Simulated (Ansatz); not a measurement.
Z-matrix (Å, degrees):
```
Si
Al 1 2.455
Cl 1 2.073 2 107.8
H 1 1.488 2 113.3 3 -118.6
H 1 1.488 2 113.3 3 118.6
F 2 1.652 1 116.0 3 -179.6
H 2 1.578 1 126.4 3 0.3
```

Charge 0, multiplicity 1.

**Question.** List the PBE/def2-TZVPP orbital energies in eV (Ansatz). (Estimate.)

**Answer.** The calculation gave: Occupied: -2739.02, -1780.55, -1507.48, -659.29, -249.60, -190.29, -190.12, -190.12, -138.23, -107.73, -95.03, -94.93, -94.92, -69.84, -69.64, -69.57, -28.59, -20.56, -13.40, -11.28, -9.82, -9.79, -9.61, -9.36, -9.25, -8.24, -7.66, -6.69. Lowest empty: -2.75, -1.74, -1.03, 0.15, 0.60, 0.61, 2.04, 2.59.
